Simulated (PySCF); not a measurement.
Identify the unknown among the candidates.

All candidates are C8H7FO.

* 13C NMR: chemical shifts (computed TMS as zero) by class: 198.3 (1 C), 176.3 (1 C), 137.8 (2 C), 136.5 (1 C), 121.1 (2 C), 28.4 (1 C) ppm [GIAO PBE0/pcSseg-1]
* NMR, other nuclei: isotropic shieldings of nuclei other than C and H, by class: -307 (1 O), 277 (1 F) ppm [GIAO PBE0/pcSseg-1]
* Rotational structure: rotational constants A, B, C: 3.702, 0.781, 0.648 GHz [GFN2-xTB]
* Dipole: 2.43 D [PBE0/pcSseg-1]
* 1H NMR: chemical shifts (computed TMS as zero) by class: 8.42 (2 H), 7.41 (2 H), 2.63 (3 H) ppm [GIAO PBE0/pcSseg-1]

Electronic properties: PySCF, gas phase, density fitting. Levels stand in brackets. Isolated species at its GFN2-xTB geometry (one conformer only). NMR classes are plain means over equivalent atoms (diastereotopic ones count apart unless rotation or inversion swaps them), as if these changed places fast.

**Question.** Which candidate is it?
A. `C#C[C@H]1CO/C(=C/F)C1=C`
B. `Cc1ccc(C(=O)F)cc1`
C. `CC(=O)c1ccc(F)cc1`

**Answer.** C. It is `CC(=O)c1ccc(F)cc1`. Numbering: `[CH3:1][C:2](=[O:3])[c:4]1[cH:5][cH:6][c:7]([F:8])[cH:9][cH:10]1`. Its formula, C8H7FO, gives 5 degrees of unsaturation: 1 ring and 4 π bonds in the structure found (Kekulé form). 8 carbons fall into 6 classes; from least to most shielded: ketone carbonyl carbon [C2] (198.3 ppm), aromatic C–F carbon [C7] (176.3 ppm), aromatic CH carbon [C5/C10] (137.8 ppm, 2 C), substituted aromatic carbon [C4] (136.5 ppm), aromatic CH carbon [C6/C9] (121.1 ppm, 2 C), methyl carbon next to a carbonyl [C1] (28.4 ppm). Hydrogen classes from least to most shielded: 2 H on 2 aromatic CH carbons, C5/C10 (8.42 ppm, a mean of values up to 0.7 ppm apart in this geometry), 2 H on 2 aromatic CH carbons, C6/C9 (7.41 ppm), 3 H on a methyl carbon next to a carbonyl, C1 (2.63 ppm). The other shieldings belong to: -307 ppm, ketone oxygen [O3]; 277 ppm, aryl fluorine [F8]. By its constants the optimised geometry is an asymmetric top.

The others, at the same levels:
- `C#C[C@H]1CO/C(=C/F)C1=C` fails: it has 8 carbon classes against 6; its computed 13C shifts are 153.8 (1 C), 147.3 (1 C), 147.2 (1 C), 122.2 (1 C), 87.0 (1 C), 78.7 (1 C), 78.3 (1 C), 38.2 (1 C) ppm, 1H shifts are 7.44 (1 H), 6.38 (1 H), 6.16 (1 H), 4.59 (1 H), 4.21 (1 H), 3.88 (1 H), 1.69 (1 H) ppm and rotational constant A is 2.627 GHz (against 3.702 GHz).
- `Cc1ccc(C(=O)F)cc1` fails: its computed 13C shifts are 165.9 (1 C), 153.2 (1 C), 139.8 (2 C), 134.7 (2 C), 126.8 (1 C), 24.7 (1 C) ppm and dipole moment is 4.81 D (against 2.43 D).

Each candidate is one conformer, not necessarily the lowest. Dipoles, sizes and rotational constants follow the conformer. The torsions of the flexible species, by atom-mapped SMILES:
- `[CH3:1][C:2](=[O:3])[c:4]1[cH:5][cH:6][c:7]([F:8])[cH:9][cH:10]1`: C1–C2–C4–C5 179°
- `[CH3:1][c:2]1[cH:3][cH:4][c:5]([C:6](=[O:7])[F:8])[cH:9][cH:10]1`: C4–C5–C6–O7 0°
